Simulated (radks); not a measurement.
Spherical quantum dot in the effective-mass picture: electrons in a well V = -V0 / (1 + exp((r - R)/a)) with V0 = 6.56, R = 5.22, a = 0.58, with a point charge +2 (a donor) at the centre, all in effective atomic units (hartree* = m*/eps^2 hartree, bohr* = eps/m* bohr), one dielectric constant everywhere. Method: non-relativistic Kohn-Sham, r2SCAN, spin-polarised, spherical densities, generalised Kohn-Sham scheme; computed with a radial shooting solver with Libxc functionals. Levels are named by radial order and angular momentum (1s, 1p, 1d, 2s, ...), and open shells are averaged over m.

N = 6, configuration 1s2 1p(up 3, down 0) 2s(up 1, down 0). This is the lowest configuration that the search found. Occupied and some empty levels:

level    occupation  eigenvalue (hartree*)  <r> (bohr*)
1s up             1                -5.6744        1.096
1s down           1                -5.6057        1.054
1p up             3                -5.0447        2.756
2s up             1                -5.0407        2.638
1p down           0                -4.8628        2.609
2s down           0                -4.8419        2.601
1d up             0                -4.7229        3.066
1d down           0                -4.4931        2.978
1f up             0                -4.3478        3.287
2p up             0                -4.1587        2.656
1f down           0                -4.0757        3.220
2p down           0                -3.9890        2.582
1g up             0                -3.9209        3.468
1g down           0                -3.6037        3.422

Energy (hartree*): total -38.4371, kinetic 4.5027, external -48.486, Hartree 7.7381, exchange-correlation -2.1917.

Electron density:

r (bohr*)  n(r) (e/bohr*^3)
0.344                0.9828
0.714                0.2637
1.08                0.08559
1.45                0.04008
1.82                0.02997
2.19                0.02735
2.56                0.02439
2.93                0.01917
3.30                0.01264
3.67               0.006745
4.04               0.002820
4.41              0.0008880
4.78              0.0002055
